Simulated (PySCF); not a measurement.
# Electron correlation in Cd³¹⁺ (cadmium, charge +31)

[Ne] 3s2 3p5, 2P determinant. Calculation: PySCF 2.14, in an even-tempered Gaussian basis (16 s from 4.4 bohr⁻², ratio 2.5; 11 p from 5.7 bohr⁻², ratio 2.5; 5 d from 27 bohr⁻², ratio 2.7; 4 f from 41 bohr⁻², ratio 2.7); no relativity, point nucleus. Frozen: 1s2; 15 electrons correlated; the 17 highest virtual orbitals of each spin left out.

```csv
level,correlation energy (mhartree)
CCSD,-593.42
(T),-1.58
CCSD(T),-595.00
```

Diagnostics: T1 = 0.00082, D1 = 0.0038, largest double amplitude 0.026.

A non-relativistic calculation at this Z misses sizeable relativistic shifts. Spin-orbit coupling, absent here, splits the open shell strongly.

Cost of the coupled-cluster step: about 110 core-seconds, for 15 correlated electrons.

At this charge a non-relativistic calculation is a model, useful for the Z dependence of the correlation energy.
